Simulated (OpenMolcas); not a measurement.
Co2+: ligand-field states by method

Co2+ with 4 ligands (chloride) in tetrahedral coordination (Td) at 2.34 Å. A charge of +0.5 e stands 2.4 Å behind each ligand. Ligand basis ANO-RCC-VDZP.
```
Co    0.0000    0.0000    0.0000
Cl    1.3510    1.3510    1.3510
Cl    1.3510   -1.3510   -1.3510
Cl   -1.3510    1.3510   -1.3510
Cl   -1.3510   -1.3510    1.3510
```

* Program: OpenMolcas
* Basis: ANO-RCC-VTZP [6s5p3d2f1g]
* Scalar Hamiltonian: DKH2, point nucleus
* Active space: 7 electrons in 5 orbitals (3d)
* State averaging: 2S+1 = 4 even, 10 roots; 2S+1 = 2 even, 40 roots
* Spin-orbit coupling: RASSI with atomic mean-field integrals over the reference wave functions

I. CASSCF
II. SS-CASPT2, IPEA 0.25 Eh, imaginary shift 0.1 Eh (closed shells correlated: 3s 3p and the ligand valence shells)

Spin-free states (labels of Td) in cm-1, each column counted from its own energy of the first state listed:

```json
{"State": "4A2", "Degeneracy": "1", "I": "0", "II": "0"}
{"State": "4T2", "Degeneracy": "3", "I": "2065", "II": "2220"}
{"State": "4T1", "Degeneracy": "3", "I": "3654", "II": "4180"}
{"State": "2E", "Degeneracy": "2", "I": "19531", "II": "14860"}
{"State": "2T1", "Degeneracy": "3", "I": "19658", "II": "15040"}
{"State": "2A1", "Degeneracy": "1", "I": "19812", "II": "15270"}
{"State": "4T1", "Degeneracy": "3", "I": "20328", "II": "16040"}
{"State": "2T2", "Degeneracy": "3", "I": "20743", "II": "16430"}
{"State": "2T1", "Degeneracy": "3", "I": "25078", "II": "19320"}
{"State": "2T2", "Degeneracy": "3", "I": "25550", "II": "20320"}
{"State": "2E", "Degeneracy": "2", "I": "26423", "II": "21580"}
{"State": "2T1", "Degeneracy": "3", "I": "26872", "II": "22390"}
{"State": "2T1", "Degeneracy": "3", "I": "27221", "II": "22570"}
{"State": "2T2", "Degeneracy": "3", "I": "28783", "II": "23420"}
{"State": "2E", "Degeneracy": "2", "I": "29546", "II": "26310"}
{"State": "2A2", "Degeneracy": "1", "I": "43178", "II": "33860"}
{"State": "2T2", "Degeneracy": "3", "I": "43685", "II": "34630"}
{"State": "2T1", "Degeneracy": "3", "I": "44119", "II": "35320"}
{"State": "2E", "Degeneracy": "2", "I": "66900", "II": "53090"}
{"State": "2T2", "Degeneracy": "3", "I": "67580", "II": "55220"}
```

From I to II, I's first state of the same spin (4T2) moves from 2065 to 2220 cm-1, by about +150 cm-1.

From I to II, I's first state of another spin (2E) moves from 19531 to 14860 cm-1, by about -4700 cm-1.

I: A least-squares ligand-field fit to the states below 45000 cm-1, each weighted by its degeneracy and with a free common offset, gives 10Dq = -2102 cm-1 (negative for this site), B = 1172 cm-1 and C = 4389 cm-1 (C/B = 3.74), with an rms deviation of 89 cm-1. The same method and metal basis give the free ion B = 1229 cm-1 (fit to its terms below 60000 cm-1, rms deviation 20 cm-1), so the nephelauxetic ratio is β = 1172 / 1229 = 0.95; it hangs on how both fits weigh the states, and computed free-ion B values tend to be too large, so β mixes covalency with correlation.

χT at 300 K: I 3.27, II 3.18 cm3 K/mol.

Roots that are degenerate in the reference are averaged as groups; the widest CASPT2 spread within a group is 480 cm-1 (the 2-fold group of multiplicity 2 near 53100 cm-1 above the lowest state of its run, II). Shifts and gaps below about the spread of the groups concerned are not significant. Over all roots computed the reference weight is 0.71 to 0.74 in II; a low but even weight reflects the number of correlated electrons. Ligand-to-metal charge-transfer states are missing. Without dynamic correlation the repulsion within the d shell is too large (B by tens of per cent), so at a given field states of lower spin stand too high (holds for I). With no ligand orbital active B as a rule stays too high, so bands that hang on it stand too high and its fall with covalency is understated (holds for I). With metal d orbitals alone and no dynamic correlation the field as a rule comes out too small, by tens of per cent, by up to half for chloride and softer ligands, and the orbital part of g and χT, which goes as 1/10Dq, too large (holds for I). A single d shell leaves out the double-shell effect, which counts most for late 3d ions, where the CASPT2 field can be off either way by tens of per cent (holds for II). These CASPT2 states fit no ligand-field parameters well, so their order and spin gaps are uncertain (holds for II). For late 3d ions with one d shell CASPT2 can put B and the spin-flip bands somewhat low as well as high (holds for II). With one d shell and no ligand orbital active, 10Dq can be off by tens of per cent for divalent 3d ions, low with halides held by bare charges and at times high in hosts, and the orbital part of g and χT goes as 1/10Dq (holds for II). Free-ion shares, where given, are those of the reference states; single-state CASPT2 does not remix them (holds for II). No measured value stands beside these numbers; the geometry was imposed, not optimised, and the real ion may take another.
